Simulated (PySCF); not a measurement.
**Basis and Hamiltonian dependence of the excitation energy of I²⁺**

I²⁺ [Kr] 4d10 5s2 5p3 (4S) → I²⁺ [Kr] 4d10 5s1 5p3 6s1 (6S). All values are computed (PySCF 2.14, energy differences of UHF-based or UKS calculations, no spin-orbit coupling). Values in eV.

```csv
basis,Hamiltonian,functions,UHF,LDA,PBE0,MP2 (valence),CCSD(T) (valence)
aug-cc-pVTZ-PP with ECP28MDF,ECP,55,21.589,24.322,23.704,22.609,22.794
ANO-RCC-VTZP,spin-free X2C,68,23.535,25.618,25.179,24.509,24.682
aug-cc-pwCVTZ-DK3,spin-free X2C,109,21.594,24.230,23.649,22.675,22.848
"aug-cc-pVQZ-PP with one added diffuse shell each of s, p, d, f, g type with ECP28MDF",ECP,117,21.575,24.311,23.692,22.724,n/a
"x2c-QZVPPall with one added diffuse shell each of s, p, d, f type",spin-free X2C,128,21.603,24.243,23.658,22.744,n/a
```

Frozen in the all-electron rows: valence: [Kr] 4d10; with a core potential, the same shells as far as they lie outside it.

At UHF, ANO-RCC-VTZP lies more than 0.3 eV from the median of the rows with comparable relativity. Of these, ANO-RCC-VTZP has no diffuse functions of the l that the added or promoted electron needs.
